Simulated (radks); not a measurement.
Polarisability of neutral bromine, [Ar] 3d10 4s2 4p5, at imaginary frequency. Calculated with a radial shooting solver on a logarithmic mesh with Libxc functionals: non-relativistic Kohn-Sham, exchange-only LDA, spin-polarised, spherical densities, point nucleus; open shells are filled with parallel spins first. Response by self-consistent Sternheimer equations with the Hartree and adiabatic exchange-only LDA kernel.

w (hartree)  alpha1(iw) (bohr^3)
0.00266                    23.93
0.0143                     23.90
0.0360                     23.73
0.0697                     23.21
0.118                      22.01
0.186                      19.85
0.280                      16.68
0.413                      12.86
0.605                      8.985
0.892                      5.636
1.35                       3.155
2.12                       1.578
3.59                      0.7047
6.94                      0.2666
17.5                     0.06385

Static values: alpha1 = 23.93 bohr^3 (3.546 angstrom^3; uncoupled 36.64). C6 = 197.0, triple-dipole C9 = 3368 atomic units. One-pole (London) frequency 4 C6 / (3 alpha1^2) = 0.459 hartree, against 0.234 for minus the highest occupied eigenvalue. The dipole shielding factor is 1.000, as the force sum rule N/Z = 1.000 demands. Recommended static value: 21 bohr^3 (Schwerdtfeger and Nagle, 2023 table).
